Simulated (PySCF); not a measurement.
**What settings do to a single point of WOF3**

The sound run of WOF3 (doublet) uses PySCF 2.14.0, UKS BP86, W def2-SVP with ECP60, O def2-SVP, F def2-SVP; non-relativistic Hamiltonian with scalar-relativistic core potentials where named; density fitting; no spin-orbit coupling, grid (50, 194), threshold 1e-8 Eh and 55 cycles, at the relaxed geometry:

```xyz
5

W    -0.0482    0.0903   -0.0442
O     0.6897    1.1731    1.0593
F    -0.7940   -1.1761    1.1027
F     0.6943   -1.1615   -1.2570
F    -0.6843    1.2580   -1.3514
```

There W1 has a Mulliken charge of 1.08 e and the dipole about the centre of mass is 0.72 D. Each run below changes one thing and starts from free metal ions and neutral atoms unless it says otherwise; with 55 cycles, smearing, a level shift and second-order steps follow where DIIS fails, and their cycles count. Energy shifts count from the sound run.

```
                                                       change    outcome  cycles  energy shift (eV)  largest force component (eV/Å)  charge on W1 (e)  dipole about the centre of mass (D)
start from a density of up to 30 smeared cycles (not counted)  converged       9             0.0000                            0.01              1.08                                 0.72
                                               grid (40, 110)  converged      17             0.0075                            0.09              1.08                                 0.72
             charge changed by +1, spin kept, limit 73 cycles    refused       –                  –                               –                 –                                    –
```

**Question.** How does the run with this change end: threshold 0.0001?

**Answer.** outcome converged, cycles 13, energy shift (eV) 0.0004, largest force component (eV/Å) 0.05, charge on W1 (e) 1.08, dipole about the centre of mass (D) 0.67.

Started from ions, an open shell can land on another state than the sound run's, and that then enters the shifts.

Forces carry noise of the integration grid, about 0.01 to 0.03 eV/Å.

Open shells may have lower solutions than the one found.
